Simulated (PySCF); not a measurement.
C3H8FNSi. Atoms are numbered in the order given.

```xyz
14

C      2.4482     0.1699     0.7361
C      1.3118     0.3471     0.0635
F      0.7092     1.5663     0.1079
C      0.5259    -0.6315    -0.7360
Si    -1.2054    -0.9684    -0.0174
N     -2.1225     0.4918    -0.1834
H      2.9527    -0.7959     0.7155
H      2.8851     0.9872     1.3118
H      1.0767    -1.5816    -0.8063
H      0.3805    -0.2440    -1.7601
H     -1.0056    -1.4826     1.3773
H     -1.8750    -2.0460    -0.8030
H     -1.6670     1.3586     0.0905
H     -3.1112     0.5095     0.0479
```

The structure is a stationary point at B3LYP-D3(BJ)/def2-SVP. This is a generated structure with no PubChem entry under its InChIKey; it may be hypothetical. The values are those of a single conformer.

These are B3LYP/def2-TZVP (PySCF) values and carry that method's errors.

```
Property                                                                                                       Result
---------------------------------------------------------------------------------------------  ----------------------
total energy                                                                                       -563.38055 hartree
highest occupied level                                                                                       -6.93 eV
lowest empty level                                                                                           -0.03 eV
orbital gap                                                                                                   6.90 eV
dipole moment                                                                                                  0.62 D
quadrupole, principal values (traceless, Buckingham form, about the centre of nuclear charge)  -5.74, -2.52, 8.26 D·Å
mean static polarisability                                                                      71.2 bohr³ (10.56 Å³)
polarisability, principal values                                                               58.1, 65.4, 90.2 bohr³
```
